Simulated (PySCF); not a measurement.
HAlF₂O, SMILES [Al]([OH])([F])[F] (B3LYP/def2-SVP optimised geometry):

```
5

Al    -0.372     0.428     0.000
F      1.282     0.428     0.000
F     -1.149     1.884     0.000
O     -1.282    -0.987     0.000
H     -0.937    -1.884     0.000
```

Calculation: B3LYP/def2-TZVP in PySCF 2.14.0.

Problem. What are the frontier orbital energies and the dipole moment?

Solution. HOMO-2 -11.23 eV, HOMO-1 -10.00 eV, HOMO -9.66 eV, LUMO -1.53 eV, LUMO+1 -0.05 eV; dipole moment 2.09 D.

On the same geometry PBE/def2-TZVP run with PySCF gives HOMO-2 -9.46 eV, HOMO-1 -8.49 eV, HOMO -8.19 eV, LUMO -2.04 eV, LUMO+1 -0.52 eV; dipole moment 2.04 D.

Meta-Löwdin charges at B3LYP/def2-TZVP: Al1 1.48, F2 -0.54, F3 -0.53, O4 -0.77, H5 0.36.
